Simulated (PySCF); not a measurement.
C4H10OS2.
SMILES with atom numbers: `[CH3:1][O:2][C@H:3]([CH3:4])[S:5][S:6][CH3:7]` (hydrogens: H8, H9, H10 on C1; H11 on C3; H12, H13, H14 on C4; H15, H16, H17 on C7)

Structure optimised with GFN2-xTB, isolated species.

**Question.** List the bond lengths, angles and torsions at this level.

**Answer.** 
```csv
bond,length (Å)
C1–O2,1.408
O2–C3,1.378
C3–C4,1.514
C3–S5,1.877
S5–S6,2.022
S6–C7,1.828
"C1–H8, C1–H9, C1–H10",1.093
C3–H11,1.101
"C4–H12, C4–H13, C4–H14",1.087
"C7–H15, C7–H16, C7–H17",1.085
```

Bonds in one row agree within 0.01 Å and their mean is given. A selection of angles:
```csv
angle,degrees
O2–C1–H8,111.0
O2–C1–H9,106.3
H8–C1–H9,109.9
C1–O2–C3,115.2
O2–C3–C4,109.2
O2–C3–S5,111.8
O2–C3–H11,112.1
C4–C3–S5,110.7
C4–C3–H11,111.7
S5–C3–H11,101.1
C3–C4–H12,109.2
H12–C4–H13,110.1
H12–C4–H14,108.3
C3–S5–S6,104.5
S5–S6–C7,102.7
S6–C7–H15,106.3
S6–C7–H16,108.8
H15–C7–H16,110.2
H16–C7–H17,110.9
```

Dihedral angles: C1–O2–C3–C4 -170° (antiperiplanar); O2–C3–S5–S6 63° (synclinal); C3–S5–S6–C7 98° (anticlinal).

Of the pairs four or more bonds apart, S5···H10 is among the closest relative to their van der Waals radii: 2.77 Å, 92 % of the sum of Bondi's values. S6 (disulfide sulfur) is bent (angle 102.7°). S5 (disulfide sulfur) is bent (angle 104.5°). The 2 C–O bonds span 1.378 Å (O2–C3, drawn single) to 1.408 Å (C1–O2, drawn single), a spread of 0.030 Å. The 2 C–S bonds span 1.828 Å (S6–C7, drawn single) to 1.877 Å (C3–S5, drawn single), a spread of 0.049 Å.

Point group: C1 (no symmetry element, even within 0.4 Å). No GFN2-xTB frequencies stand behind this structure, so it isn't proved a minimum. One conformer, not necessarily the lowest.

These are computed values.
